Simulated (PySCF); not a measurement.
**Radial density of Ge²⁷⁺ (germanium, charge +27)**

UHF, [He] 2s2 2p1, 2P determinant. All numbers are calculated (PySCF 2.14, scalar relativity by spin-free X2C-1e, in an even-tempered Gaussian basis (19 s from 7 bohr⁻², ratio 2.2; 12 p from 9.1 bohr⁻², ratio 2.2; 6 d from 38 bohr⁻², ratio 2.4; 5 f from 56 bohr⁻², ratio 2.4; 4 g from 85 bohr⁻², ratio 2.4)).

```tsv
r (bohr)	4πr²ρ (e/bohr)	4πr²(ρα − ρβ)
0.000675	0.2100	0.0000
0.00114	0.5295	0.0000
0.00191	1.313	0.0000
0.00321	3.158	0.0002
0.00540	7.216	0.0011
0.00909	15.08	0.0070
0.0153	27.00	0.0429
0.0257	37.07	0.2339
0.0432	32.52	1.0412
0.0727	16.52	3.2800
0.122	15.43	5.7504
0.206	13.81	3.7389
0.346	2.067	0.4573
0.582	0.01617	0.0034
```

Densities and radii are taken from the X2C orbitals without a picture-change correction, which distorts them close to the nucleus.

Spin-orbit coupling, absent here, splits the open shell strongly.
